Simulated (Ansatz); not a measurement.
A nudged elastic band was laid between two geometries of CH4SSi2 (8 atoms, charge 0, multiplicity 1).

The calculation used RKS PBE/def2-SVP in Ansatz 0.2.0.

- movable images: 9
- climbing image: yes
- spring: 20.0 eV/Å²
- optimiser: quadratic models (default)
- start path: through a guess of the saddle point
- force threshold: 0.05 eV/Å
- iteration limit: 50
- end points: relaxed

Image 0:

```xyz
8
Properties=species:S:1:pos:R:3
S -2.125 -0.058 1.360
Si -0.826 0.121 -0.355
C 0.915 0.748 -0.236
Si 1.136 -0.912 -0.753
H -1.106 -0.306 2.230
H -1.797 0.475 -1.449
H 1.409 1.685 0.071
H 2.393 -1.753 -0.868
```

Image 10:

```xyz
8
Properties=species:S:1:pos:R:3
S -1.377 -0.115 1.948
Si -0.608 0.046 -0.069
C 1.080 0.759 -0.334
Si 1.283 -0.908 -0.828
H -2.682 -0.113 1.551
H -1.802 0.301 -0.952
H 1.574 1.727 -0.153
H 2.532 -1.698 -1.163
```

Question: What changes between the two ends?

Answer: No bond is made or broken. The dihedral H5–S1–Si2–Si4 goes from 31 to -145°.

Question: Give the energies along the band, and the barrier.

Answer: The forces met the threshold. The highest image is number 5 of 0 to 10, 0.195 eV above the first end and 0.155 eV above the last; the last end lies 0.040 eV above the first. Another band between the same ends (9 images) ends at a top of the same energy, where a vibrational analysis finds 1 clearly imaginary mode.

```tsv
image	path coordinate (Å)	energy (eV)	dihedral H5–S1–Si2–Si4 (°)
0	0.00	0.000	31
1	0.32	0.013	20
2	0.65	0.054	4
3	0.97	0.118	-16
4	1.30	0.175	-37
5	1.62	0.195	-57
6	1.95	0.177	-76
7	2.29	0.136	-94
8	2.62	0.089	-111
9	2.96	0.054	-128
10	3.29	0.040	-145
```

Question: What is the geometry of the highest image?

Answer: 
```xyz
8
Properties=species:S:1:pos:R:3:forces:R:3
S -1.755 0.307 1.734 0.00 0.00 0.00
Si -0.734 0.200 -0.193 0.00 0.00 0.00
C 0.998 0.881 -0.415 -0.05 0.01 0.01
Si 1.209 -0.839 -0.551 0.02 0.00 0.00
H -1.810 -1.048 1.862 0.00 0.00 0.00
H -1.760 0.390 -1.278 0.00 0.00 0.00
H 1.468 1.877 -0.420 0.03 -0.01 0.00
H 2.382 -1.769 -0.739 0.00 0.00 0.00
```

Run time: 10 min on 1 thread of Intel(R) Xeon(R) Processor @ 2.50GHz (Skylake/Cascade Lake) (shared host), peak memory 0.13 GiB.
